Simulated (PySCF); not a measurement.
Simulation results for AlBFH2

All values are calculated (PySCF 2.14.0). Calculation on a computer-drawn molecule: vertical ionisation energy to the stated ion spin, frozen-core CCSD(T) at the basis limit and cheaper methods, single-reference cases, UHF for radicals, no spin-orbit; all values are single points at the evaluated structure, the first of each entry, which is the reference or a displaced copy of it and isn't optimised; the reference structure only sets the zero of the energies above reference; triples share is (T) over the correlation energy.

Common to all runs: charge 0; multiplicity 2; ion multiplicity 1; diffuse functions no; basis cc-pV(n+d)Z; reference is the Hartree-Fock double-zeta minimum; best is HF at quadruple zeta + MP2 correlation extrapolated from triple and quadruple zeta + CCSD(T) minus MP2 at triple zeta; basis step is the size of the change from the same recipe one zeta lower.

(1) 
```xyz
5
formula=AlBFH2 ionisation_energy_best=7.662 ionisation_energy_basis_step=0.04588 energy_above_reference_best=7.811 energy_above_reference_basis_step=0.2167 total_energy_HF_triple_zeta=-367.2355 total_energy_CCSD(T)_triple_zeta=-367.6786 total_energy_best=-367.7496 T1_diagnostic_at_triple_zeta=0.02169 D1_diagnostic_at_triple_zeta=0.08013 spin_squared_at_triple_zeta=0.7921 ion_T1_diagnostic_at_triple_zeta=0.01862 ion_D1_diagnostic_at_triple_zeta=0.0521 triples_share_at_triple_zeta=0.03132 basis_functions_triple_zeta=127 dipole_magnitude_HF_at_triple_zeta=1.414 dipole_magnitude_CCSD_unrelaxed_at_triple_zeta=1.175 dipole_magnitude_PBE_at_triple_zeta=1.092 dipole_magnitude_r2SCAN_at_triple_zeta=1.169 dipole_magnitude_B3LYP_at_triple_zeta=1.215 dipole_magnitude_wB97X_at_triple_zeta=1.128
F     -1.3603    -0.0091     1.6691
B     -1.4505    -0.5655     0.3829
Al     0.3693     0.0422    -0.6245
H     -2.1844    -1.3600     0.2789
H      0.4027     1.2876    -1.6142
```

Units: ionisation_energy_best, ionisation_energy_basis_step in eV; energy_above_reference_best, energy_above_reference_basis_step in kcal/mol; total_energy_HF_triple_zeta, total_energy_CCSD(T)_triple_zeta, total_energy_best in hartree; dipole_magnitude_HF_at_triple_zeta, dipole_magnitude_CCSD_unrelaxed_at_triple_zeta, dipole_magnitude_PBE_at_triple_zeta, dipole_magnitude_r2SCAN_at_triple_zeta, dipole_magnitude_B3LYP_at_triple_zeta, dipole_magnitude_wB97X_at_triple_zeta in debye.

Reference structure:
```xyz
5
AlBFH2
F     -1.4950     0.0340     1.7380
B     -1.3129    -0.4743     0.5123
Al     0.4227     0.0998    -0.6545
H     -2.1236    -1.3024     0.1741
H      0.3737     1.2699    -1.7343
```

Drawn bonds:
```csv
atom,other atom,order
1,2,1
2,3,1
2,4,1
3,5,1
```

Triple zeta:
```csv
method,ionisation energy (eV),energy above reference (kcal/mol)
HF,7.432,8.942
PBE,7.688,7.842
r2SCAN,7.843,7.919
B3LYP,7.749,7.607
wB97X,7.637,7.876
MP2,7.533,7.905
CCSD,7.609,8.248
CCSD(T),7.61,8.085
```

(2) 
```xyz
5
formula=AlBFH2 ionisation_energy_best=7.711 ionisation_energy_basis_step=0.04597 energy_above_reference_best=9.691 energy_above_reference_basis_step=0.2181 total_energy_HF_triple_zeta=-367.2320 total_energy_CCSD(T)_triple_zeta=-367.6758 total_energy_best=-367.7466 T1_diagnostic_at_triple_zeta=0.02204 D1_diagnostic_at_triple_zeta=0.08092 spin_squared_at_triple_zeta=0.7932 ion_T1_diagnostic_at_triple_zeta=0.01897 ion_D1_diagnostic_at_triple_zeta=0.05219 triples_share_at_triple_zeta=0.03156 basis_functions_triple_zeta=127 dipole_magnitude_HF_at_triple_zeta=1.398 dipole_magnitude_CCSD_unrelaxed_at_triple_zeta=1.148 dipole_magnitude_PBE_at_triple_zeta=1.036 dipole_magnitude_r2SCAN_at_triple_zeta=1.116 dipole_magnitude_B3LYP_at_triple_zeta=1.174 dipole_magnitude_wB97X_at_triple_zeta=1.11
F     -1.3603    -0.0091     1.6691
B     -1.4505    -0.5655     0.3829
Al     0.3693     0.0422    -0.6245
H     -2.1844    -1.3600     0.2789
H      0.4054     1.3894    -1.6950
```

Units: ionisation_energy_best, ionisation_energy_basis_step in eV; energy_above_reference_best, energy_above_reference_basis_step in kcal/mol; total_energy_HF_triple_zeta, total_energy_CCSD(T)_triple_zeta, total_energy_best in hartree; dipole_magnitude_HF_at_triple_zeta, dipole_magnitude_CCSD_unrelaxed_at_triple_zeta, dipole_magnitude_PBE_at_triple_zeta, dipole_magnitude_r2SCAN_at_triple_zeta, dipole_magnitude_B3LYP_at_triple_zeta, dipole_magnitude_wB97X_at_triple_zeta in debye.

Reference structure:
```xyz
5
AlBFH2
F     -1.4950     0.0340     1.7380
B     -1.3129    -0.4743     0.5123
Al     0.4227     0.0998    -0.6545
H     -2.1236    -1.3024     0.1741
H      0.3737     1.2699    -1.7343
```

Drawn bonds:
```csv
atom,other atom,order
1,2,1
2,3,1
2,4,1
3,5,1
```

Triple zeta:
```csv
method,ionisation energy (eV),energy above reference (kcal/mol)
HF,7.502,11.1
PBE,7.73,9.003
r2SCAN,7.892,9.578
B3LYP,7.799,9.342
wB97X,7.7,9.745
MP2,7.589,10.08
CCSD,7.659,10.11
CCSD(T),7.659,9.87
```

(3) 
```xyz
5
formula=AlBFH2 ionisation_energy_best=7.474 ionisation_energy_basis_step=0.0411 energy_above_reference_best=0.3012 energy_above_reference_basis_step=0.02381 total_energy_HF_triple_zeta=-367.2497 total_energy_CCSD(T)_triple_zeta=-367.6910 total_energy_best=-367.7616 T1_diagnostic_at_triple_zeta=0.02007 D1_diagnostic_at_triple_zeta=0.07448 spin_squared_at_triple_zeta=0.782 ion_T1_diagnostic_at_triple_zeta=0.01747 ion_D1_diagnostic_at_triple_zeta=0.04679 triples_share_at_triple_zeta=0.03064 basis_functions_triple_zeta=127 dipole_magnitude_HF_at_triple_zeta=0.9569 dipole_magnitude_CCSD_unrelaxed_at_triple_zeta=0.8063 dipole_magnitude_PBE_at_triple_zeta=0.7984 dipole_magnitude_r2SCAN_at_triple_zeta=0.8742 dipole_magnitude_B3LYP_at_triple_zeta=0.878 dipole_magnitude_wB97X_at_triple_zeta=0.7365
F     -1.5145     0.0293     1.7217
B     -1.3039    -0.4814     0.5159
Al     0.4232     0.1158    -0.6694
H     -2.1281    -1.2762     0.1651
H      0.3757     1.2548    -1.7416
```

Units: ionisation_energy_best, ionisation_energy_basis_step in eV; energy_above_reference_best, energy_above_reference_basis_step in kcal/mol; total_energy_HF_triple_zeta, total_energy_CCSD(T)_triple_zeta, total_energy_best in hartree; dipole_magnitude_HF_at_triple_zeta, dipole_magnitude_CCSD_unrelaxed_at_triple_zeta, dipole_magnitude_PBE_at_triple_zeta, dipole_magnitude_r2SCAN_at_triple_zeta, dipole_magnitude_B3LYP_at_triple_zeta, dipole_magnitude_wB97X_at_triple_zeta in debye.

Reference structure:
```xyz
5
AlBFH2
F     -1.4950     0.0340     1.7380
B     -1.3129    -0.4743     0.5123
Al     0.4227     0.0998    -0.6545
H     -2.1236    -1.3024     0.1741
H      0.3737     1.2699    -1.7343
```

Drawn bonds:
```csv
atom,other atom,order
1,2,1
2,3,1
2,4,1
3,5,1
```

Triple zeta:
```csv
method,ionisation energy (eV),energy above reference (kcal/mol)
HF,7.229,-0.006203
PBE,7.466,0.6245
r2SCAN,7.62,0.3888
B3LYP,7.53,0.3534
wB97X,7.438,0.343
MP2,7.345,0.2107
CCSD,7.419,0.2585
CCSD(T),7.421,0.3218
```

(4) 
```xyz
5
formula=AlBFH2 ionisation_energy_best=7.55 ionisation_energy_basis_step=0.04173 energy_above_reference_best=0.02168 energy_above_reference_basis_step=0.01666 total_energy_HF_triple_zeta=-367.2497 total_energy_CCSD(T)_triple_zeta=-367.6915 total_energy_best=-367.7620 T1_diagnostic_at_triple_zeta=0.02039 D1_diagnostic_at_triple_zeta=0.0757 spin_squared_at_triple_zeta=0.7836 ion_T1_diagnostic_at_triple_zeta=0.01776 ion_D1_diagnostic_at_triple_zeta=0.04772 triples_share_at_triple_zeta=0.03083 basis_functions_triple_zeta=127 dipole_magnitude_HF_at_triple_zeta=1.027 dipole_magnitude_CCSD_unrelaxed_at_triple_zeta=0.8807 dipole_magnitude_PBE_at_triple_zeta=0.8771 dipole_magnitude_r2SCAN_at_triple_zeta=0.9549 dipole_magnitude_B3LYP_at_triple_zeta=0.9582 dipole_magnitude_wB97X_at_triple_zeta=0.8082
F     -1.4996     0.0310     1.7380
B     -1.3092    -0.4739     0.5145
Al     0.4224     0.0993    -0.6543
H     -2.1270    -1.3057     0.1741
H      0.3690     1.2679    -1.7346
```

Units: ionisation_energy_best, ionisation_energy_basis_step in eV; energy_above_reference_best, energy_above_reference_basis_step in kcal/mol; total_energy_HF_triple_zeta, total_energy_CCSD(T)_triple_zeta, total_energy_best in hartree; dipole_magnitude_HF_at_triple_zeta, dipole_magnitude_CCSD_unrelaxed_at_triple_zeta, dipole_magnitude_PBE_at_triple_zeta, dipole_magnitude_r2SCAN_at_triple_zeta, dipole_magnitude_B3LYP_at_triple_zeta, dipole_magnitude_wB97X_at_triple_zeta in debye.

Reference structure:
```xyz
5
AlBFH2
F     -1.4950     0.0340     1.7380
B     -1.3129    -0.4743     0.5123
Al     0.4227     0.0998    -0.6545
H     -2.1236    -1.3024     0.1741
H      0.3737     1.2699    -1.7343
```

Drawn bonds:
```csv
atom,other atom,order
1,2,1
2,3,1
2,4,1
3,5,1
```

Triple zeta:
```csv
method,ionisation energy (eV),energy above reference (kcal/mol)
HF,7.315,0.01563
PBE,7.542,0.008623
r2SCAN,7.699,0.00895
B3LYP,7.609,0.03177
wB97X,7.518,0.01823
MP2,7.423,0.03233
CCSD,7.496,0.0211
CCSD(T),7.498,0.02342
```
